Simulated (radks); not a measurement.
Effect of the nuclear size on neutral cadmium, [Kr] 4d10 5s2. All-electron calculation, Dirac Kohn-Sham, exchange-only LDA, spin-unpolarised, spherical densities, finite nucleus; Fermi nuclear charge, rms radius 4.6087 fm. Program: a radial shooting solver on a logarithmic mesh with Libxc functionals. The rms radius is varied about that value; shifts are against it.

rms radius (fm)  total energy shift (eV)  density at nucleus (e/bohr^3)  1s1/2 shift (meV)  2s1/2 shift (meV)  3p1/2 shift (meV)  4s1/2 shift (meV)  4p1/2 shift (meV)  5s1/2 shift (meV)
3.9773                            -0.826                      1.622e+05               -347              -39.1              0.477              -1.37              0.134             -0.060
4.3276                            -0.381                      1.603e+05               -160              -18.0              0.220             -0.633              0.062             -0.028
4.6087                                 0                      1.588e+05              0.000              0.000              0.000              0.000              0.000              0.000
4.7608                             0.215                      1.581e+05               90.3               10.2             -0.124              0.357             -0.035              0.016
5.3784                              1.15                      1.554e+05                483               54.3             -0.663               1.91             -0.186              0.084

Slopes of the eigenvalues against <r^2> in GHz/fm^2, as finite differences over the two radii next to the reference (eigenvalue slopes, not the field-shift constants of lines): 1s1/2 15400, 2s1/2 1730, 3p1/2 -21.1, 4s1/2 60.8, 4p1/2 -5.93, 5s1/2 2.66.
